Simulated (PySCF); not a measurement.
Computed shifts of a molecule C3H9AlO, KT2/pcSseg-1 in PySCF, GIAO, gas phase, atoms alike by connectivity averaged where their shifts nearly agree, in ppm (number of nuclei): ¹H: 5.30 (1), 3.63 (1), 1.71 (2), 1.35 (3), 0.58 (2). ¹³C: 24.7 (1), 24.6 (1), 16.0 (1). References: ¹H against TMS (σ = 31.47 ppm); ¹⁷O against H2O (σ = 330.4 ppm); ¹³C against TMS (σ = 185.1 ppm), references at their B3LYP-D3(BJ)/def2-TZVP geometries, non-relativistic. Coordinates come from a B3LYP-D3(BJ)/def2-SVP optimisation. One conformer was computed; it need not be the lowest.

Identify the compound among the candidates.
(A) C[O][Al]([CH3])[CH3]
(B) C[CH2][Al]([CH3])[OH]
(C) C[CH2][AlH][O]C
(D) CC[CH2][AlH][OH]

D, CC[CH2][AlH][OH]
